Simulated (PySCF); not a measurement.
Positional isomers: propene cyano+boryl. Isolated molecules, 0 K electronic values unless said otherwise. One relaxed conformer stands for each flexible species; it need not be the lowest. Strings in code marks are SMILES.

These are TPSSh-D3(BJ)/def2-TZVP // CAM-B3LYP-D3(BJ)/def2-TZVP in PySCF 2.14.0 values and carry that method's errors. Excitations are Tamm–Dancoff values on a coarser integration grid. The basis has no diffuse functions, so Rydberg states are missing or too high.

A: `C(/CC#N)=C\B`
B: `B/C=C(/C)C#N`
C: `BC/C=C/C#N`
D: `B/C=C(\C)C#N`
E: `BC(CC#N)=C`
F: `B/C(C#N)=C\C`

Problem. Pick the species with the highest S1–T1 gap (TDA).

Solution. D (1.82 eV); next is B (1.73 eV).
